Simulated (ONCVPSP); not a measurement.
**germanium, ONCV: configuration errors across variants**

```
Element                 : germanium
Generator               : ONCVPSP 4.0.1
Type                    : optimised norm-conserving Vanderbilt (ONCV)
Functional              : PW91
Relativity              : non-relativistic
Frozen core             : [Ne]
Valence charge          : 22
Reference configuration : 3s2 3p6 3d10 4s1 4p3
Partial waves           : 3s+4s: rc 1.05 bohr, ncon 4, nbas 8, qcut 10 1/bohr, 2 projectors; 3p+4p: rc 0.90 bohr, ncon 5, nbas 8, qcut 17.7 1/bohr, 2 projectors; 3d: rc 1.25 bohr, ncon 4, nbas 8, qcut 10.1 1/bohr, 1 projector
Local potential         : polynomial inside 0.85 bohr (lpopt 5, dvloc0 1 Ha)
Core correction         : none
```

All-electron excitation energies from the reference (eV): (1) 3s2 3p6 3d10 4s2 4p2 -7.616; (2) 3s2 3p6 3d10 4s2 4p1 -0.081; (3) 3s2 3p6 3d10 4s2 4p0 15.452; (4) 3s2 3p6 3d10 4s0 4p0 95.512.

2 further variants failed, have other tests or another functional or relativity, and are left out.

Errors AE − PS in meV (a dash: test not solved or not reliable):

| change | (1) | (2) | (3) | (4) | bound ghosts | GHOST(+) flags above zero |
| --- | --- | --- | --- | --- | --- | --- |
| base | 0.0 | +0.2 | +0.9 | -12 | none | none |
| p: rc 1.12 | -0.1 | +0.2 | +0.8 | -13 | none | none |
| local potential polynomial inside 0.60 bohr (lpopt 4, dvloc0 -1 Ha) | 0.0 | +0.2 | +0.9 | -12 | none | none |

**Question.** Give the same row for: s: qcut 7.8.

**Answer.** -0.1, +0.2, +1.1, -13; bound ghosts: none; GHOST(+) flags above zero: none.
